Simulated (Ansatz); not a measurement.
One elementary step

Start structure (SiN$_{2}$H$_{6}$O, singlet), relaxed at PBE0-D4/def2-TZVP:

Si1  (0.378, 0.013, -0.990)
O2  (-0.227, -1.543, -0.629)
H3  (-1.331, 0.044, 0.910)
N4  (1.517, 0.158, 0.337)
N5  (-1.136, 0.774, 0.229)
H6  (-0.467, -2.036, -1.413)
H7  (2.392, 0.623, 0.153)
H8  (1.657, -0.632, 0.953)
H9  (-1.993, 1.002, -0.264)
H10  (-0.791, 1.596, 0.713)
(Å)

The step: SiN₂H₆O ([NH2][Si]([NH3])[OH]) → SiN₂H₄ ([NH2][Si][NH2]) + H₂O; bonds formed: O2–H3; dative contacts that become bonds: Si1–N5; bonds broken: Si1–O2, H3–N5. Program: Ansatz 0.2.0. Basis: def2-TZVPP and def2-QZVPP. Cores are frozen in the correlated methods. Extrapolation: Hartree–Fock as exp(−7.88 √X), correlation as X^−2.97. Energies below are by CCSD(T) at an estimated basis limit (MP2 extrapolated from triple and quadruple zeta, plus CCSD(T) − MP2 in triple zeta).

Task: What are the electronic barrier and the energy of the step, from the start structure to the end structure? (Judge from chemistry; the value comes from the calculation.)

Result: Computed: Barrier 104.6 kJ/mol; step energy 49.5 kJ/mol (uphill); reverse barrier, their difference, 55.1 kJ/mol. Barrier and step energy count from the start structure, the reverse barrier from the end structure.

The saddle point: One imaginary mode of 1024i cm⁻¹.
| pair | start (Å) | saddle (Å) | end (Å) |
| --- | --- | --- | --- |
| Si1–N5 | 2.09 | 1.89 | 1.73 |
| O2–H3 | 2.47 | 1.16 | 0.97 |
| Si1–O2 | 1.71 | 1.97 | 3.74 |
| H3–N5 | 1.02 | 1.35 | 2.22 |

Zero-point energy (harmonic, PBE0-D4): ZPE is 206.3 kJ/mol at the start and 195.5 kJ/mol at the saddle, so the barrier goes from 104.6 to 93.8 kJ/mol.

First-order rate constant out of the start structure at 498 K by transition-state theory, with harmonic vibrational free energies alone and no tunnelling: ΔA‡ = 103.9 kJ/mol, so k = (kB T/h) exp(−ΔA‡/kB T) ≈ 10^2 s⁻¹ (an order of magnitude at best: rotation, the number of equivalent paths and anharmonicity are left out).

T1 diagnostic: at most 0.013.

Labels in which every atom is bracketed show which atoms are joined, not bond orders.

For scale, one of the runs: CCSD(T)/def2-TZVPP, 219 basis functions, launched by `ansatz run in.yaml --threads 4 --pin off --events-out ev --progress --plain --max-ram 9574MiB`. Hardware: 4 CPU threads of an Arm Neoverse V2, shared host. Wall time 55 s; peak host memory 3.4 GiB.
